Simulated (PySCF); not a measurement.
Species: C6H7F2 (doublet state).
Numbering: `[H]/[C:1]=[C:2]([F:3])/[CH:4]=[C:5](\[CH3:6])[CH2:7][F:8]` (hydrogens: H9 on C1; H10 on C4; H11, H12, H13 on C6; H14, H15 on C7)

Geometry (GFN2-xTB, Å), atoms numbered from 1 in this order:
```xyz
15
C6H7F2 angstrom
C      2.175   -0.897   -0.454
C      1.898    0.081    0.360
F      2.913    0.710    1.063
C      0.597    0.640    0.653
C     -0.529    0.196    0.089
C     -0.541   -0.924   -0.898
C     -1.869    0.791    0.407
F     -1.792    1.803    1.325
H      2.999   -1.458   -0.821
H      0.585    1.451    1.366
H      0.083   -0.669   -1.756
H     -1.549   -1.149   -1.240
H     -0.106   -1.817   -0.447
H     -2.540    0.032    0.828
H     -2.328    1.216   -0.496
```

The hyperfine couplings belong to this conformer and change with its torsions.

Method used: UKS B3LYP, pcH-1 on C F H, non-relativistic, mean-field spin-orbit, GIAO (PySCF). Isolated species at its GFN2-xTB geometry (one conformer only). GFN2-xTB frequencies show an imaginary mode (153i cm⁻¹), so this geometry is no minimum at that level. Couplings are sensitive to structure, and on GFN2-xTB geometries they can be far from those on DFT ones. The SCF solution wasn't tested for stability.

(1) What is the g tensor, term by term?

(2) What are the electron Larmor frequencies g μB B/h along the three axes at 1200 mT?

(3) What effective moment and Curie constant follow for a powder?

(4) In a frozen sample, at which fields do the three g values resonate at 9.5, 34, 94 and 263 GHz (hyperfine left aside), and which band first spreads them over more than twice a line width of 0.3 mT?

## Answers

(1) 
| Δg (ppm) | 1 | 2 | 3 |
| --- | --- | --- | --- |
| relativistic mass correction | -174 | -174 | -174 |
| gauge correction | 41 | 89 | 16 |
| orbital Zeeman/spin–orbit | -1554 | 23 | 169 |
| total | -1687 | -63 | 10 |

So g = 2.00063, 2.00226, 2.00233 and g_iso = 2.00174; the tensor is close to axial: the two nearest values differ by 4 % of g3 − g1. Axes: g1 points within 7° of the C1–H9 bond.

(2) 33.6016, 33.6289, 33.6301 GHz for g1, g2 and g3, a range of 28.5 MHz.

(3) With the mean of g² = 4.0070 and S(S+1) = 0.75: μ_eff = √(⟨g²⟩S(S+1)) = 1.734 μB and χT = 0.12505·⟨g²⟩·S(S+1) = 0.376 cm³ K/mol (cgs; spin-Hamiltonian part alone).

(4) 
```json
{"band": "X", "GHz": "9.5", "B(g3) mT": "338.98", "B(g2) mT": "338.99", "B(g1) mT": "339.27", "spread mT": "0.29"}
{"band": "Q", "GHz": "34.0", "B(g3) mT": "1213.20", "B(g2) mT": "1213.24", "B(g1) mT": "1214.23", "spread mT": "1.03"}
{"band": "W", "GHz": "94.0", "B(g3) mT": "3354.14", "B(g2) mT": "3354.26", "B(g1) mT": "3356.98", "spread mT": "2.85"}
{"band": "J", "GHz": "263.0", "B(g3) mT": "9384.45", "B(g2) mT": "9384.79", "B(g1) mT": "9392.41", "spread mT": "7.96"}
```

The spread grows in proportion to the frequency. Q band is the first where it exceeds 0.6 mT.

The Mulliken spin populations are largest on C1 (+1.05) and C2 (-0.11). C1 is the only atom above +0.15. The positive populations add up to 1.19 and the negative ones to -0.19, together 2S = 1.

The HOMO–LUMO gaps are 5.62 eV among the α and 3.63 eV among the β orbitals.
